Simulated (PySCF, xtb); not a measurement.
H5N2O2Ta, SMILES [Ta]([NH2])([NH2])([OH])=[O], multiplicity 1. Other conformers were not sampled.

Harmonic wavenumbers (cm⁻¹) from GFN2-xTB run with xtb 6.7.1 at its own minimum, in rising order: 122, 128, 132, 159, 162, 226, 270, 358, 378, 415, 426, 471, 488, 507, 564, 577, 777, 1524, 1526, 3398, 3401, 3430, 3431, 3657.

What does PBE0-D3(BJ)/def2-SVP (PySCF) give at its own minimum? (The exact figures need the calculation; the answer reports its results.)

171, 172, 178, 184, 197, 288, 324, 364, 453, 463, 492, 569, 588, 669, 682, 710, 1007, 1514, 1517, 3585, 3588, 3683, 3683, 3970. Paired by order, the mean absolute difference is 107 cm⁻¹ and the zero-point energies are 37.9 and 41.5 kcal/mol.
